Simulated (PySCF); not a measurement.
## Frontier orbitals and the lowest excitations

Species: C5H4F2O2.
Structure used (GFN2-xTB), in Å, numbered top down from 1:
```
atom  x, y, z in Å
F1     2.439    0.013    1.284
C2     1.971   -0.535    0.111
C3     0.531   -0.189   -0.098
C4     0.095    0.910   -0.707
F5     0.927    1.798   -1.246
O6    -1.206    1.283   -0.867
C7    -2.055    0.497   -0.084
C8    -1.657   -0.606    0.523
O9    -0.373   -1.099    0.462
H10    2.594   -0.135   -0.693
H11    2.080   -1.619    0.203
H12   -3.049    0.901   -0.035
H13   -2.301   -1.217    1.130
```

Level of theory: TDDFT CAM-B3LYP/def2-SVPD, vertical, gas phase, core orbitals frozen in the response (PySCF).

Kohn–Sham orbitals with the atoms that hold most of them (Löwdin shares over 4%, at most four atoms; ? is withheld):

```json
{"orbital": "HOMO-3", "ε (eV)": "-11.72", "atoms": "F1 41%, C2 17%, O9 10%, C3 9%"}
{"orbital": "HOMO-2", "ε (eV)": "-11.64", "atoms": "F1 45%, C2 20%, H11 12%, C3 5%"}
{"orbital": "HOMO-1", "ε (eV)": "-10.05", "atoms": "C7 21%, C8 21%, C3 19%, C4 15%"}
{"orbital": "HOMO", "ε (eV)": "-7.58", "atoms": "?"}
{"orbital": "LUMO", "ε (eV)": "?", "atoms": "?"}
{"orbital": "LUMO+1", "ε (eV)": "1.08", "atoms": "C7 18%, C8 16%, C4 14%, O6 9%"}
{"orbital": "LUMO+2", "ε (eV)": "1.60", "atoms": "C2 12%, F5 11%, H12 10%, H10 9%"}
```

Problem. Give the leading atoms of the HOMO.

Solution. O9 (bonded to 2 C) 23%; O6 (bonded to 2 C) 20%; C3 (bonded to 2 C and O) 15%; C7 (bonded to C, O and H) 12%. By element: oxygen 43%, carbon 27% or more.

Problem. Which atoms hold the LUMO, and with what shares?

Solution. C4 (bonded to C, F and O) 18%; C7 (bonded to C, O and H) 16%; C8 (bonded to C, O and H) 16%; C3 (bonded to 2 C and O) 14%.

Problem. What is the LUMO energy, and the HOMO–LUMO gap?

Solution. ε(LUMO) = 0.42 eV; the gap is 8.00 eV (0.2939 hartree).

Problem. The HOMO–LUMO gap is 8.00 eV. Where does the response calculation put the lowest singlet, and from which orbitals?

Solution. S1 is at 4.36 eV (f = 0.0019), 3.64 eV below the gap, made of HOMO→LUMO (98%). 

Problem. One configuration dominates each of S1 and S2. Which, and how do the shares of the two leading atoms of either orbital change from the occupied to the empty one?

Solution. 
- S1 (4.36 eV, f 0.0019), HOMO→LUMO (98%): O9 23% → at most 15%, O6 20% → at most 15%, C4 at most 13% → 18%, C7 12% → 16%
- S2 (5.49 eV, f 0.015), HOMO→LUMO+1 (84%): O9 23% → at most 10%, O6 20% → 9%, C7 12% → 18%, C8 at most 13% → 16%

The run took 53 s of wall time on an Arm Neoverse V1 with one thread, no GPU, shared host with 32 logical CPUs at a one-minute load of 17, and the process peaked at 1.0 GiB of memory.

One conformer stands for the species.
